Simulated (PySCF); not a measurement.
C₇H₁₂Ge.
Numbering: `[CH3:1][CH2:2][CH2:3][C:4]1=[CH:5][GeH2:6][CH:7]=[CH:8]1` (hydrogens: H9, H10, H11 on C1; H12, H13 on C2; H14, H15 on C3; H16 on C5; H17, H18 on Ge6; H19 on C7; H20 on C8)

Method: PBE0-D3(BJ)/def2-SVP geometry optimisation, gas phase in PySCF 2.14.0; density fitting, grid level 1; the optimiser is geomeTRIC in internal coordinates, started from a GFN2-xTB structure with every atom displaced at random (about 0.01 Å).

Step 0: E = -63943.6602 eV
```
atom  x, y, z in Å  |  force x, y, z in eV/Å
C1      3.3789    0.2898    0.4375   -1.967   1.396   0.291
C2      1.8931   -0.1034    0.5673    0.655   0.933  -0.419
C3      1.0022    0.5677   -0.5049    1.527  -0.266   0.920
C4     -0.3744    0.1523   -0.3594   -2.273  -0.856  -0.604
C5     -1.0314   -0.7384   -1.1635   -0.180   0.969   1.355
Ge6    -2.8641   -0.9560   -0.5447    1.061   0.648   0.291
C7     -2.4555    0.3122    0.8792   -0.193  -0.135  -0.135
C8     -1.1813    0.7163    0.7403   -0.613  -0.552  -0.226
H9      3.4627    1.3972    0.5690    0.136  -0.516  -0.122
H10     3.7393    0.0352   -0.5363    0.572  -0.286  -0.960
H11     3.9580   -0.1767    1.1993    0.825  -0.610   0.803
H12     1.5372    0.1704    1.5696   -0.131  -0.061   0.125
H13     1.7844   -1.1734    0.4578   -0.096  -0.750   0.056
H14     1.3770    0.3042   -1.4807    0.319  -0.132  -0.759
H15     1.0906    1.6452   -0.3868    0.029   0.595  -0.038
H16    -0.5338   -1.1835   -1.9804    0.625  -0.671  -1.200
H17    -3.2299   -2.3277   -0.0789   -0.134  -0.806   0.318
H18    -3.9328   -0.5144   -1.5002   -0.470   0.317  -0.492
H19    -3.1084    0.6764    1.6631   -0.153   0.167   0.241
H20    -0.7460    1.4347    1.4058    0.464   0.615   0.555
```

Step 1: E = -63943.8999 eV
```
atom  x, y, z in Å  |  force x, y, z in eV/Å
C1      3.3766    0.3111    0.4399    0.210  -0.225  -0.007
C2      1.9187   -0.0882    0.5707   -0.111  -0.139   0.023
C3      1.0259    0.5564   -0.4889   -0.241   0.003  -0.059
C4     -0.4225    0.1516   -0.3621    0.397   0.059   0.013
C5     -1.0419   -0.7274   -1.1775   -0.009  -0.154  -0.236
Ge6    -2.8622   -0.9495   -0.5444   -0.252  -0.125  -0.050
C7     -2.5072    0.3166    0.8919   -0.025  -0.052   0.002
C8     -1.2268    0.7065    0.7581    0.048   0.153   0.095
H9      3.5100    1.3972    0.5458   -0.005   0.084   0.013
H10     3.7780    0.0257   -0.5517   -0.034   0.038   0.171
H11     4.0002   -0.1796    1.2122   -0.106   0.098  -0.175
H12     1.5439    0.1723    1.5767    0.012   0.001  -0.022
H13     1.8113   -1.1866    0.4887    0.049   0.106   0.026
H14     1.3930    0.2862   -1.4945   -0.019   0.024   0.071
H15     1.1028    1.6565   -0.4065    0.007  -0.012  -0.015
H16    -0.5320   -1.1894   -2.0352   -0.136   0.095   0.213
H17    -3.2229   -2.3816   -0.0533    0.078   0.236  -0.091
H18    -3.9616   -0.4767   -1.5369    0.168  -0.078   0.137
H19    -3.1597    0.6913    1.6834   -0.004  -0.018  -0.025
H20    -0.7576    1.4353    1.4367   -0.025  -0.094  -0.082
```

Step 2: E = -63943.9091 eV
```
atom  x, y, z in Å  |  force x, y, z in eV/Å
C1      3.3748    0.3219    0.4509    0.027  -0.002   0.003
C2      1.9176   -0.0917    0.5694   -0.012  -0.017   0.003
C3      1.0262    0.5471   -0.4974   -0.093  -0.064  -0.062
C4     -0.4145    0.1369   -0.3745    0.001   0.015   0.050
C5     -1.0575   -0.7353   -1.1834    0.108   0.014  -0.074
Ge6    -2.8752   -0.9418   -0.5439   -0.011   0.015   0.026
C7     -2.4936    0.3119    0.8931    0.023   0.017   0.020
C8     -1.2112    0.6964    0.7505   -0.053   0.016   0.042
H9      3.4930    1.4125    0.5572   -0.005  -0.005   0.000
H10     3.7908    0.0412   -0.5307   -0.006   0.004   0.015
H11     3.9956   -0.1570    1.2241   -0.015   0.010  -0.015
H12     1.5340    0.1681    1.5714    0.004   0.002  -0.003
H13     1.8257   -1.1885    0.4915    0.009   0.011  -0.003
H14     1.3993    0.2802   -1.4993    0.017  -0.004   0.005
H15     1.0972    1.6473   -0.4155    0.002  -0.005  -0.007
H16    -0.5651   -1.2014   -2.0401   -0.011  -0.005   0.008
H17    -3.2369   -2.3604   -0.0641    0.014  -0.001  -0.004
H18    -3.9647   -0.4619   -1.5218    0.012   0.002  -0.005
H19    -3.1383    0.6871    1.6898   -0.008   0.003  -0.002
H20    -0.7310    1.4156    1.4261   -0.001  -0.008   0.000
```

Problem. Estimate the geometry and energy of step 3. (The exact step hangs on the optimiser's Hessian estimate; all steps are aligned on step 2, rigid shifts and turns removed.)

Solution. E = -63943.9092 eV, largest force 0.132 eV/Å
```
atom  x, y, z in Å  |  force x, y, z in eV/Å
C1      3.3727    0.3212    0.4453   -0.025   0.040   0.006
C2      1.9158   -0.0935    0.5694    0.020   0.032   0.001
C3      1.0215    0.5399   -0.4985    0.006   0.021   0.047
C4     -0.4175    0.1391   -0.3642    0.054  -0.019  -0.049
C5     -1.0493   -0.7317   -1.1824   -0.094   0.047   0.079
Ge6    -2.8687   -0.9368   -0.5458    0.015   0.007   0.001
C7     -2.4977    0.3130    0.8982    0.011  -0.002  -0.009
C8     -1.2156    0.6991    0.7616   -0.004  -0.047  -0.042
H9      3.4882    1.4130    0.5451   -0.002  -0.016  -0.002
H10     3.7877    0.0356   -0.5338    0.005  -0.006  -0.027
H11     3.9948   -0.1511    1.2192    0.016  -0.014   0.028
H12     1.5357    0.1733    1.5707   -0.003  -0.001   0.004
H13     1.8255   -1.1901    0.4993   -0.002  -0.017  -0.010
H14     1.3910    0.2657   -1.4994   -0.001  -0.010  -0.003
H15     1.0972    1.6401   -0.4241    0.021   0.011  -0.005
H16    -0.5536   -1.1955   -2.0367    0.019  -0.011  -0.020
H17    -3.2270   -2.3558   -0.0750   -0.011  -0.048   0.021
H18    -3.9505   -0.4570   -1.5280   -0.033   0.020  -0.027
H19    -3.1480    0.6846    1.6920   -0.005   0.002  -0.001
H20    -0.7362    1.4149    1.4403    0.012   0.010   0.008
```

The energy changes by -0.0001 eV. The first-order estimate −F·Δx gives -0.0035 eV and the mean of the old and new forces, exact on a quadratic surface, -0.0004 eV. The step makes an angle of 71° with the force vector and moves no atom by more than 0.017 Å.

What follows is the cost of the whole optimisation. The run took 6.1 min wall, 5.0 min CPU on one thread, Intel Xeon at 2.50 GHz (x86_64) (shared host), and the process peaked at 0.85 GiB of memory.
